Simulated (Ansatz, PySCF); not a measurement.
Reaction (SMILES): CNC → [CH2]NC + H atom (the C-H bond at the site shown breaks; other sites are not compared here)
Geometries: B3LYP-D3(BJ)/def2-TZVP minima from Ansatz (a program for electronic structure), one conformer each, not searched for the lowest.

Quantity: bond dissociation energy (enthalpy at 298 K, with B3LYP-D3(BJ) rigid-rotor harmonic-oscillator terms from PySCF), in kJ/mol. Correlated levels leave the core frozen unless marked. UHF or UKS for open shells. Spin-orbit coupling is left out. Non-relativistic. CBS(X,Y): correlation extrapolated as X^-3; Hartree-Fock from the larger set. The bracket is a focal-point correction in the basis named.

| level | program | bond dissociation energy (kJ/mol) |
|---|---|---|
| PBE0-D4/def2-TZVPD | Ansatz + dftd4 | (withheld) |
| TPSSh-D4/def2-TZVPD | PySCF + dftd4 | (withheld) |
| r2SCAN0/def2-TZVPD | Ansatz | 365.5 |
| LC-wPBE/def2-TZVPD | Ansatz | 366.5 |
| wB97M-V/def2-TZVPD | Ansatz | 381.4 |
| RI-MP2/CBS(cc-pVTZ,cc-pVQZ)+[CCSD(T)-MP2]/cc-pVTZ | Ansatz | (withheld) |

Question: Complete the blanks.

Answer: 
- PBE0-D4/def2-TZVPD, bond dissociation energy (kJ/mol): 367.5
- TPSSh-D4/def2-TZVPD, bond dissociation energy (kJ/mol): 376.1
- RI-MP2/CBS(cc-pVTZ,cc-pVQZ)+[CCSD(T)-MP2]/cc-pVTZ, bond dissociation energy (kJ/mol): 390.4
